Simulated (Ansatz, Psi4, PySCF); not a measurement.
Molecule: HSiO (charge 0, doublet). SMILES: O=[SiH]
Coordinates optimised at B3LYP-D3(BJ)/def2-TZVP (Ansatz, a quantum-chemistry and plane-wave program):
```xyz
3

Si    -0.0147    -0.5041    -0.0112
O     -0.1485     1.0191     0.0164
H      1.3936    -1.0954     0.0249
```
Charge 0, spin multiplicity 2.

Property: size of the dipole moment, in D. Conventions: spin-orbit terms left out; dispersion terms only where a functional's name holds one; non-relativistic; 6-31G* and kin with 6d, 5d where marked; UHF or UKS for open shells; 6-311+G** with 5d, 6d on Na to Ar in Ansatz; LANL2DZ with its own core potentials from Na on. First-principles rows: single points at B3LYP-D3(BJ) geometries (Ansatz).

```json
[
 {"level": "PBE/STO-3G", "program": "Ansatz", "size of the dipole moment (D)": "1.14"},
 {"level": "PBE/6-31G*", "program": "Ansatz", "size of the dipole moment (D)": "2.67"},
 {"level": "PBE/6-311+G**", "program": "Ansatz", "size of the dipole moment (D)": "3.19"},
 {"level": "BLYP/6-31G*", "program": "Ansatz", "size of the dipole moment (D)": "2.65"},
 {"level": "BP86/def2-SVP", "program": "PySCF", "size of the dipole moment (D)": "2.64"},
 {"level": "B3LYP/LANL2DZ", "program": "Ansatz", "size of the dipole moment (D)": "3.34"},
 {"level": "B3LYP/6-31G", "program": "Ansatz", "size of the dipole moment (D)": "3.11"},
 {"level": "B3LYP/6-31G*", "program": "Ansatz", "size of the dipole moment (D)": "2.94"},
 {"level": "B3LYP/cc-pVDZ", "program": "Ansatz", "size of the dipole moment (D)": "2.90"},
 {"level": "B3LYP/6-311+G**", "program": "Ansatz", "size of the dipole moment (D)": "3.48"},
 {"level": "M06-2X/6-31G* (5d)", "program": "PySCF", "size of the dipole moment (D)": "3.32"},
 {"level": "M06-2X/6-311+G**", "program": "PySCF", "size of the dipole moment (D)": "3.88"},
 {"level": "wB97X-D/6-31G*", "program": "Psi4", "size of the dipole moment (D)": "3.10"}
]
```

No value to compare with is used here. The 13 habitual levels span 1.14 (PBE/STO-3G) to 3.88 D (M06-2X/6-311+G**).

The levels are drawn from those run, B3LYP/6-31G* more often than the rest, none by its result; runs whose electronic state is in doubt are left out.
